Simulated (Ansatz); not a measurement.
Reaction (ligand exchange at a Zr–N bond): `C[NH][Zr]([F])([F])[F]` + HBr → `[F][Zr]([F])([F])[Br]` + CH₃NH₂

Isolated molecules relaxed with PBE0-D4/def2-TZVP in Ansatz; ΔE leaves out vibrations. CCSD(T)/CBS adds triple-zeta CCSD(T) − MP2 to the extrapolated MP2 energy (def2 sets, frozen cores). Functionals use def2-TZVPP. def2 core potentials past Kr. For Br, Zr outer-core shells are correlated without core-valence functions, which leaves a few kJ/mol of doubt a bond. Scalar relativity is left out up to krypton. Each species was taken in one conformer, which may not be the lowest.

```json
{"level": "PBE-D4", "ΔE (kJ/mol)": "-87.5", "difference from CCSD(T)/CBS": "2.9"}
{"level": "BLYP-D4", "ΔE (kJ/mol)": "-82.4", "difference from CCSD(T)/CBS": "8.0"}
{"level": "r2SCAN-D4", "ΔE (kJ/mol)": "-94.3", "difference from CCSD(T)/CBS": "-3.9"}
{"level": "B97M-V", "ΔE (kJ/mol)": "-96.4", "difference from CCSD(T)/CBS": "-6.0"}
{"level": "PBE0-D4", "ΔE (kJ/mol)": "-92.8", "difference from CCSD(T)/CBS": "-2.4"}
{"level": "r2SCANh-D4", "ΔE (kJ/mol)": "-95.3", "difference from CCSD(T)/CBS": "-4.9"}
{"level": "r2SCAN0-D4", "ΔE (kJ/mol)": "-96.8", "difference from CCSD(T)/CBS": "-6.4"}
{"level": "PBE-QIDH", "ΔE (kJ/mol)": "-96.2", "difference from CCSD(T)/CBS": "-5.8"}
{"level": "PBE", "ΔE (kJ/mol)": "-90.2", "difference from CCSD(T)/CBS": "0.2"}
{"level": "revPBE", "ΔE (kJ/mol)": "-92.2", "difference from CCSD(T)/CBS": "-1.8"}
{"level": "PBE0", "ΔE (kJ/mol)": "-95.2", "difference from CCSD(T)/CBS": "-4.8"}
{"level": "BHLYP", "ΔE (kJ/mol)": "-97.1", "difference from CCSD(T)/CBS": "-6.7"}
{"level": "CAM-B3LYP", "ΔE (kJ/mol)": "-89.4", "difference from CCSD(T)/CBS": "1.0"}
{"level": "LC-ωPBE", "ΔE (kJ/mol)": "-91.7", "difference from CCSD(T)/CBS": "-1.3"}
{"level": "HF/def2-SVP", "ΔE (kJ/mol)": "-93.5", "difference from CCSD(T)/CBS": "-3.1"}
{"level": "CCSD(T)/def2-TZVPP", "ΔE (kJ/mol)": "-88.1", "difference from CCSD(T)/CBS": "2.3"}
{"level": "CCSD(T)/CBS", "ΔE (kJ/mol)": "-90.4", "difference from CCSD(T)/CBS": "0"}
```

Largest T1 diagnostic among the species: 0.016.

At CCSD(T), def2-SVP lies +15.1 kJ/mol from the extrapolated value and def2-TZVPP +2.3 kJ/mol. From BLYP to BHLYP (50 % exact exchange), in def2-TZVPP and without D4, ΔE moves by −9.3 kJ/mol. The D4 term adds +4.0 kJ/mol with B3LYP and +2.4 kJ/mol with PBE0; it sums over pairs of atoms, weighted by their polarisabilities, and B3LYP, whose exchange is more repulsive, gets the larger term.

CCSD(T)/CBS has its own doubt, a few kJ/mol and more with outer-core shells, so smaller differences from it don't rank the levels.

B3LYP here is the variant with VWN-RPA as its local correlation; programs differ in this.
